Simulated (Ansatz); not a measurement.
Ansatz (an electronic-structure program) input:

Ansatz 0.2 input:
```yaml
crystal:
  periodic: [false, false, false]
  atoms:
    - {symbol: C, position_ang: [-1.89195236, 1.97784107, 0.80394835]}
    - {symbol: C, position_ang: [-1.19484140, 0.71632844, 1.31323919]}
    - {symbol: Ge, position_ang: [-0.01079984, -0.08083326, -0.02626114]}
    - {symbol: Cl, position_ang: [-1.24313748, -0.74514285, -1.69843681]}
    - {symbol: Cl, position_ang: [0.89514121, -1.85949555, 0.85224102]}
    - {symbol: C, position_ang: [1.42873875, 1.03431684, -0.74448897]}
    - {symbol: C, position_ang: [2.36440438, 1.55830800, 0.34487693]}
    - {symbol: H, position_ang: [-2.49646369, 1.76751204, -0.07940766]}
    - {symbol: H, position_ang: [-2.55311975, 2.39037758, 1.56848984]}
    - {symbol: H, position_ang: [-1.17404001, 2.75671152, 0.53827592]}
    - {symbol: H, position_ang: [-0.58096670, 0.92198739, 2.19262241]}
    - {symbol: H, position_ang: [-1.91358803, -0.05396319, 1.59437402]}
    - {symbol: H, position_ang: [0.95124671, 1.84943750, -1.29224098]}
    - {symbol: H, position_ang: [1.96314641, 0.42489148, -1.47386671]}
    - {symbol: H, position_ang: [2.83141279, 0.73947258, 0.89387766]}
    - {symbol: H, position_ang: [3.16176747, 2.16515177, -0.08848795]}
    - {symbol: H, position_ang: [1.83403993, 2.18317235, 1.06659519]}
basis:
  gaussian:
    orbitals: def2-SVPD
magnetization: {spin_polarized: false}
correlation: {method: ccsd_t, electrons: outside_noble_gas}
output: {forces: true}
```

Task: What final total energy does it print?

Result: -3152.24813 Eh (CCSD(T)/def2-SVPD). The basis has 252 functions.
